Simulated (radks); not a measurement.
Species: the krypton ion Kr21+. Configuration: [Ne] 3s2 3p3. All-electron calculation, Dirac Kohn-Sham, relativistic LDA (MacDonald-Vosko exchange, VWN5 correlation), spin-unpolarised, spherical densities, finite nucleus; open shells fill j = l - 1/2 first; Fermi nuclear charge, rms radius 4.1884 fm. Program: a radial shooting solver on a logarithmic mesh with Libxc functionals.

Normalised radial functions P(r) = r R(r) (large component), r in bohr:

| r | 1s1/2 | 2p1/2 | 3p3/2 |
|---|---|---|---|
| 0.003362 | 1.3586 | 0.0223 | 0.0073 |
| 0.004207 | 1.6360 | 0.0321 | 0.0112 |
| 0.005263 | 1.9553 | 0.0463 | 0.0172 |
| 0.006531 | 2.3012 | 0.0663 | 0.0258 |
| 0.008171 | 2.6935 | 0.0964 | 0.0391 |
| 0.01022 | 3.1066 | 0.1399 | 0.0587 |
| 0.01269 | 3.5038 | 0.1998 | 0.0861 |
| 0.01587 | 3.8816 | 0.2872 | 0.1268 |
| 0.0197 | 4.1714 | 0.4037 | 0.1816 |
| 0.02465 | 4.3425 | 0.5669 | 0.2590 |
| 0.03083 | 4.3274 | 0.7815 | 0.3609 |
| 0.03827 | 4.0968 | 1.0414 | 0.4836 |
| 0.04788 | 3.6227 | 1.3615 | 0.6317 |
| 0.0599 | 2.9462 | 1.7139 | 0.7863 |
| 0.07434 | 2.1877 | 2.0466 | 0.9137 |
| 0.093 | 1.4157 | 2.3239 | 0.9775 |
| 0.1154 | 0.8001 | 2.4559 | 0.9169 |
| 0.1444 | 0.3647 | 2.3877 | 0.6702 |
| 0.1807 | 0.1301 | 2.0865 | 0.2104 |
| 0.2242 | 0.0361 | 1.6186 | -0.3937 |
| 0.2805 | 0.0066 | 1.0621 | -1.0509 |
| 0.3482 | 0.0008 | 0.5869 | -1.5198 |
| 0.4356 | 0.0001 | 0.2496 | -1.6525 |
| 0.5449 | 0.0000 | 0.0784 | -1.3867 |
| 0.6763 | 0.0000 | 0.0180 | -0.9063 |
| 0.8461 | 0.0000 | 0.0025 | -0.4302 |
| 1.059 | 0.0000 | 0.0002 | -0.1411 |
| 1.314 | 0.0000 | 0.0000 | -0.0315 |

1s1/2: eigenvalue -14977.9 eV, 0 radial nodes, <r> = 0.0416 bohr, 90 % of the charge inside 0.0744 bohr. 2p1/2: eigenvalue -2560.4 eV, 0 radial nodes, <r> = 0.156 bohr, 90 % of the charge inside 0.254 bohr. 3p3/2: eigenvalue -909.56 eV, 1 radial node at r = 0.196 bohr, <r> = 0.451 bohr, 90 % of the charge inside 0.667 bohr.
